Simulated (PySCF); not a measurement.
Working out the excitation energy of Al

Al [Ne] 3s2 3p1 (2P) → Al [Ne] 3s1 3p1 3d1 (high-spin determinant). Computed with PySCF 2.14 in aug-cc-pV(D+d)Z, with no relativity, point nucleus. Frozen: [Ne]. Energies in hartree (1 hartree = 27.21139 eV):

```csv
part,Al (lower),Al (upper)
UHF,-241.874285,-241.575992
MP2 opposite-spin,-0.029122,0.000000
MP2 same-spin,-0.002235,-0.004853
```

What does Hartree-Fock give?

(-241.575992) − (-241.874285) = 0.298293 hartree = 8.117 eV.

What do MP2 and SCS-MP2 (6/5 opposite-spin, 1/3 same-spin) give?

The opposite-spin parts differ by 0.792 eV and the same-spin parts by -0.071 eV. MP2: 8.117 + (0.792) + (-0.071) = 8.838 eV. SCS-MP2: 8.117 + 1.2 × (0.792) + (-0.071)/3 = 9.044 eV.

One determinant mixes LS terms, so it does not stand for a single term.

The upper state lies above the first ionisation limit, but in LS coupling its spin forbids autoionisation to the ground ion.
